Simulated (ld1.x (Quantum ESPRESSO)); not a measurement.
**niobium, RRKJ: configuration errors across variants**

```json
{"Element": "Nb (Z = 41)", "Generator": "ld1.x (Quantum ESPRESSO) 7.5", "Type": "norm-conserving RRKJ (Kleinman–Bylander form)", "Functional": "LDA (PZ)", "Relativity": "fully relativistic", "Frozen core": "[Kr]", "Valence charge": "5", "Reference configuration": "4d3 5s2 5p0", "Partial waves": "5s (bound): rc 3.15 bohr; 5p (bound, empty): rc 3.70 bohr; 4d (bound): rc 2.30 bohr", "Local potential": "all-electron potential smoothed inside 3.25 bohr (lloc = -1)", "Core correction": "Bessel-smoothed model core, default radius (core density twice the valence density)", "rho0": "0.005"}
```

Open shells are filled in proportion to 2j + 1 (rel_dist='average').

All-electron excitation energies from the reference (eV): (1) 4d4 5s1 5p0 0.561; (2) 4d4 5s0 5p0 7.478; (3) 4d3 5s0 5p0 21.753; (4) 4d3 5s1 5p0 7.771; (5) 4d2 5s0 5p0 46.685; (6) 4d1 5s0 5p0 83.768.

Tests that are not counted but printed errors over 1 eV. “base”: 4d4 5s0 5p1 (solver errors, printed error +1.7 eV). “wave 4d (bound): rc 2.30 bohr becomes 4d (bound): rc 1.46 bohr”: 4d4 5s0 5p1 (solver errors, printed error -130 eV). “wave 4d (bound): rc 2.30 bohr becomes 4d (bound): rc 2.18 bohr”: 4d4 5s0 5p1 (solver errors, printed error +1.7 eV). “wave 4d (bound): rc 2.30 bohr becomes 4d (bound): rc 2.46 bohr”: 4d4 5s0 5p1 (solver errors, printed error +1.6 eV). “wave 4d (bound): rc 2.30 bohr becomes 4d (bound): rc 2.78 bohr”: 4d4 5s0 5p1 (solver errors, printed error +1.8 eV).

Errors AE − PS in meV (a dash: test not solved or not reliable):

```csv
change,(1),(2),(3),(4),(5),(6),bound ghosts
base,-67,-119,-27,-2.5,-198,-830,none
wave 4d (bound): rc 2.30 bohr becomes 4d (bound): rc 1.46 bohr,-76,-140,-30,-3.3,-206,-948,none
wave 4d (bound): rc 2.30 bohr becomes 4d (bound): rc 2.18 bohr,-70,-126,-28,-2.7,-201,-868,none
wave 4d (bound): rc 2.30 bohr becomes 4d (bound): rc 2.46 bohr,-59,-103,-26,-2.1,-191,-742,none
wave 4d (bound): rc 2.30 bohr becomes 4d (bound): rc 2.78 bohr,-43,-70,-26,-1.6,-174,-541,none
wave 4d (bound): rc 2.30 bohr becomes 4d (bound): rc 3.18 bohr,+3.3,+14,-36,-2.1,-110,+37,none
wave 4d (bound): rc 2.30 bohr becomes 4d (bound): rc 3.46 bohr,+39,+69,-53,-4.2,-51,+493,none
```

Q: Give the same row for: wave 4d (bound): rc 2.30 bohr becomes 4d (bound): rc 1.78 bohr.

A: -75, -137, -30, -3.2, -205, -932; bound ghosts: none. Not counted: 4d4 5s0 5p1 (solver errors, printed error +1.0 eV).
